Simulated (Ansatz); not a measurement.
## Interaction energy ladder

The pair of Br⁻ (SMILES [Br-], atom 1) and C₂H₂ (SMILES C#C, atoms 2–5), both closed shells, in one local arrangement (a lower one may exist), relaxed at PBE0-D4/def2-TZVPD:

```
5
angstrom
Br 0.7839 1.7185 -2.7065
C -0.3406 -0.7465 1.1753
C -0.0547 -0.1200 0.1895
H -0.5934 -1.3006 2.0474
H 0.2047 0.4487 -0.7057
```

Program: Ansatz 0.2.0. Basis: def2-TZVPPD, with def2-QZVPPD for the basis limit. Cores are frozen in the correlated methods. Filled d shells of the heavier atoms are correlated. The def2 sets are not built for correlating such inner shells, so the correlated values are less sure here. B3LYP uses VWN-RPA correlation. Extrapolation: Hartree–Fock as exp(−7.88 √X), correlation as X^−2.97. Interaction energies count from these two fragments, frozen as in the pair, with the counterpoise correction; negative means bound.

(1) What is the interaction energy by CCSD(T) at an estimated basis limit (MP2 extrapolated from triple and quadruple zeta, plus CCSD(T) − MP2 in triple zeta)? (To be estimated.)

(2) Which atoms make the shortest contact between the fragments?

T1 diagnostic: at most 0.014.

## Answers

(1) By the calculation: -9.26 kcal/mol. Hartree–Fock alone gives -6.86 kcal/mol at the basis limit. It counts from the two fragments frozen as in the pair.

The same quantity by other methods in triple zeta, and each one's difference from that estimate:
| method | E_int (kcal/mol) | difference |
| --- | --- | --- |
| PBE-D4 | -9.92 | -0.66 |
| revPBE-D4 | -9.33 | -0.07 |
| BLYP-D4 | -8.97 | 0.29 |
| r2SCAN-D4 | -9.46 | -0.20 |
| B97M-V | -9.18 | 0.08 |
| PBE0-D4 | -9.90 | -0.64 |
| B3LYP-D4 | -9.28 | -0.02 |
| HSE06-D4 | -9.93 | -0.67 |
| wB97X-V | -9.11 | 0.15 |
| wB97M-V | -9.15 | 0.11 |
| B2PLYP | -8.40 | 0.86 |
| HF | -6.77 | 2.49 |
| MP2 | -8.72 | 0.54 |
| CCSD | -8.09 | 1.18 |
| CCSD(T) | -8.44 | 0.82 |
Differences are method less estimate.

(2) Br1 and H5, 2.44 Å apart.

Basis-set superposition shift (counterpoise-corrected less uncorrected): CCSD(T) 1.31; MP2 1.28; HF 0.11; PBE0-D4 0.15; wB97M-V 0.13 kcal/mol.

For scale, one of the runs: CCSD(T)/def2-TZVPPD, 165 basis functions, launched by `ansatz run in.yaml --threads 2 --pin off --events-out ev --progress --plain --max-ram 5222MiB`. Time: 43 s of wall clock on 2 CPU threads; the host was shared. Peak host memory: 1.3 GiB.
